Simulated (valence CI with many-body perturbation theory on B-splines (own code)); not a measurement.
**Sm47+: calculated level list**

Method: configuration interaction combined with many-body perturbation theory (CI+MBPT): five valence electrons over a frozen Dirac-Fock core [Ne], radial functions for each j: 11 s, 11 p, 10 d, 8 f, 5 g, 2 h, with the one-electron correlation potential Σ1 (screened to all orders), the two-electron term Σ2, the three-electron term Σ3, Breit, model QED; selected single and double excitations, second order for the rest, scaled by the run's own slope (own B-spline code, finite nucleus).

The last digits are not significant, and no measured levels were compared; by estimate large intervals hold to a few tenths of a per cent, small ones and those within an open d or f shell to about a per cent. Among the levels kept, up to 3200 cm⁻¹ of a level comes from second order outside the variational space, and about a tenth of that is noise between levels of different J, which matters for small intervals.

Levels 136 to 169 of 169, with energies above the lowest level, (3s^2 3p1/2^2 3p3/2) J=3/2. "Leading %" is the weight of the configuration and term that name the level; weights of strongly mixed levels are sums over their largest components and can fall short. In the jj column 3d3/2^4 stands for four electrons in 3d with j = 3/2. Lifetimes count E1, E2, E3, M1 and M2 decay at the calculated energies, and are blank where another channel may lead or the interval is too uncertain; long ones can be off by a factor of two.

| No. | Configuration | Term | J | E (eV) | Leading % | Lifetime | Leading jj | g |
| --- | --- | --- | --- | --- | --- | --- | --- | --- |
| 136 | 3s2 3p 3d2 | 4D° | 5/2 | 724.13 | 30 | 1.09 ps | 3s^2 3p3/2 3d3/2 3d5/2 (78 %) | 1.136 |
| 137 | 3s2 3p 3d2 | 4D° | 7/2 | 725.45 | 34 | 1.25 ps | 3s^2 3p3/2 3d3/2 3d5/2 (84 %) | 1.186 |
| 138 | 3s2 3p 3d2 | 4P° | 5/2 | 725.56 | 45 | 837 fs | 3s^2 3p3/2 3d3/2 3d5/2 (86 %) | 1.416 |
| 139 | 3s2 3p 3d2 | 2S° | 1/2 | 725.93 | 32 | 705 fs | 3s^2 3p3/2 3d3/2 3d5/2 (67 %) | 1.827 |
| 140 | 3s 3p2 3d2 | 4F | 9/2 | 733.24 | 23 | 5.06 ps | 3s 3p1/2^2 3d5/2^2 (81 %) | 1.241 |
| 141 | 3s2 3p 3d2 | 2G° | 7/2 | 741.34 | 35 | 871 fs | 3s^2 3p3/2 3d3/2 3d5/2 (72 %) | 1.129 |
| 142 | 3s2 3p 3d2 | 2D° | 5/2 | 741.57 | 31 | 2.00 ps | 3s^2 3p3/2 3d5/2^2 (65 %) | 1.195 |
| 143 | 3s 3p2 3d2 | 2D | 5/2 | 742.07 | 16 | 4.08 ps | 3s 3p1/2^2 3d5/2^2 (88 %) | 1.345 |
| 144 | 3s 3p2 3d2 | 2F | 7/2 | 745.56 | 19 | 4.74 ps | 3s 3p1/2^2 3d5/2^2 (82 %) | 1.084 |
| 145 | 3s2 3p 3d2 | 2H° | 11/2 | 746.53 | 64 | 5.12 ps | 3s^2 3p3/2 3d5/2^2 (77 %) | 1.146 |
| 146 | 3s2 3p 3d2 | 2D° | 5/2 | 748.23 | 41 | 816 fs | 3s^2 3p3/2 3d3/2 3d5/2 (64 %) | 1.157 |
| 147 | 3s2 3p 3d2 | 2G° | 9/2 | 749.54 | 71 | 941 fs | 3s^2 3p3/2 3d3/2 3d5/2 (80 %) | 1.070 |
| 148 | 3s2 3p 3d2 | 2D° | 3/2 | 750.75 | 27 | 723 fs | 3s^2 3p3/2 3d3/2 3d5/2 (78 %) | 0.960 |
| 149 | 3s2 3p 3d2 | 2F° | 7/2 | 750.86 | 45 | 4.68 ps | 3s^2 3p3/2 3d5/2^2 (80 %) | 1.207 |
| 150 | 3s 3p2 3d2 | 4F | 3/2 | 750.97 | 19 | 4.05 ps | 3s 3p1/2^2 3d5/2^2 (81 %) | 1.107 |
| 151 | 3s2 3p 3d2 | 2D° | 3/2 | 754.82 | 27 | 607 fs | 3s^2 3p3/2 3d3/2 3d5/2 (74 %) | 1.256 |
| 152 | 3s2 3p 3d2 | 2G° | 9/2 | 755.17 | 44 | 2.57 ps | 3s^2 3p3/2 3d5/2^2 (78 %) | 1.214 |
| 153 | 3s2 3p 3d2 | 2P° | 1/2 | 755.21 | 60 | 1.10 ps | 3s^2 3p3/2 3d3/2 3d5/2 (48 %) | 0.770 |
| 154 | 3p4 3d | 4D | 3/2 | 756.14 | 20 | 4.23 ps | 3p1/2^2 3p3/2^2 3d3/2 (54 %) | 1.001 |
| 155 | 3s2 3p 3d2 | 2F° | 5/2 | 758.38 | 62 | 994 fs | 3s^2 3p3/2 3d3/2 3d5/2 (85 %) | 0.987 |
| 156 | 3p5 | 2P° | 1/2 | 759.93 | 61 | 652 fs | 3p1/2 3p3/2^4 (61 %) | 0.763 |
| 157 | 3s 3p2 3d2 | 4P | 1/2 | 765.86 | 37 | 3.36 ps | 3s 3p1/2^2 3d5/2^2 (76 %) | 1.943 |
| 158 | 3p4 3d | 4D | 5/2 | 766.66 | 26 | 2.57 ps | 3p1/2^2 3p3/2^2 3d3/2 (50 %) | 1.126 |
| 159 | 3s 3p2 3d2 | 6F | 1/2 | 769.21 | 31 | 3.36 ps | 3s 3p1/2 3p3/2 3d3/2^2 (58 %) | 0.552 |
| 160 | 3s2 3p 3d2 | 2P° | 1/2 | 769.75 | 75 | 1.39 ps | 3s^2 3p3/2 3d5/2^2 (53 %) | 0.761 |
| 161 | 3p4 3d | 2F | 7/2 | 774.29 | 26 | 1.52 ps | 3p1/2^2 3p3/2^2 3d3/2 (75 %) | 1.073 |
| 162 | 3s 3p2 3d2 | 6F | 3/2 | 777.11 | 35 | 2.23 ps | 3s 3p1/2 3p3/2 3d3/2^2 (68 %) | 0.879 |
| 163 | 3s 3p2 3d2 | 6F | 1/2 | 778.31 | 34 | 1.77 ps | 3p1/2^2 3p3/2^2 3d3/2 (42 %) | 0.600 |
| 164 | 3s 3p2 3d2 | 6G | 5/2 | 779.47 | 24 | 1.84 ps | 3s 3p1/2 3p3/2 3d3/2^2 (59 %) | 1.083 |
| 165 | 3s2 3p 3d2 | 2P° | 3/2 | 780.26 | 70 | 3.58 ps | 3s^2 3p3/2 3d5/2^2 (87 %) | 1.269 |
| 166 | 3s2 3p 3d2 | 2F° | 7/2 | 781.65 | 34 | 1.53 ps | 3s^2 3p3/2 3d5/2^2 (76 %) | 1.151 |
| 167 | 3s2 3p 3d2 | 2D° | 5/2 | 782.33 | 53 | 2.24 ps | 3s^2 3p3/2 3d5/2^2 (86 %) | 1.186 |
| 168 | 3s 3p2 3d2 | 6G | 7/2 | 782.40 | 32 | 4.87 ps | 3s 3p1/2 3p3/2 3d3/2^2 (80 %) | 1.113 |
| 169 | 3s 3p3 3d | 4P° | 1/2 | 783.92 | 43 | 673 fs | 3s 3p3/2^3 3d3/2 (74 %) | 2.105 |

Where two levels of one J and parity lie close, their mixing, g and order are uncertain.
